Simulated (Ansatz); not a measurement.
```yaml
atoms:
  - { symbol: H, position_ang: [-0.4671, 1.6800, 0.3173] }
  - { symbol: H, position_ang: [0.0661, 2.1752, 0.2435] }
  - { symbol: H, position_ang: [-2.1154, 0.1491, 0.5457] }
  - { symbol: H, position_ang: [-1.5822, 0.6443, 0.4718] }
  - { symbol: H, position_ang: [0.9421, 0.3337, 1.4637] }
  - { symbol: H, position_ang: [1.4752, 0.8289, 1.3898] }
  - { symbol: H, position_ang: [-0.7062, -1.1972, 1.6920] }
  - { symbol: H, position_ang: [-0.1730, -0.7020, 1.6182] }
  - { symbol: H, position_ang: [0.1730, 0.7020, -1.6182] }
  - { symbol: H, position_ang: [0.7062, 1.1972, -1.6920] }
  - { symbol: H, position_ang: [-1.4752, -0.8289, -1.3898] }
  - { symbol: H, position_ang: [-0.9421, -0.3337, -1.4637] }
  - { symbol: H, position_ang: [1.5822, -0.6443, -0.4718] }
  - { symbol: H, position_ang: [2.1154, -0.1491, -0.5457] }
  - { symbol: H, position_ang: [-0.0661, -2.1752, -0.2435] }
  - { symbol: H, position_ang: [0.4671, -1.6800, -0.3173] }
```

Basis set: def2-SVP (spherical functions). All electrons are correlated. Charge 0, multiplicity 1.

Computed with Ansatz (development build ahead of 0.2.0); each method stands on the lowest determinant of its kind that the runs found. Restricted open shells among the atoms or ions are ROHF, correlated in semicanonical orbitals with singles.

Q: Give the atomization energy at this shape (free ground-state atoms in the same class of orbitals less the molecule, no zero-point energy) of singlet H16 by RHF-MP2, RHF.

A:

| method | atomization energy |
| --- | --- |
| RHF-MP2 | 32.32 eV |
| RHF | 26.18 eV |

Caution: the shape is not the minimum.
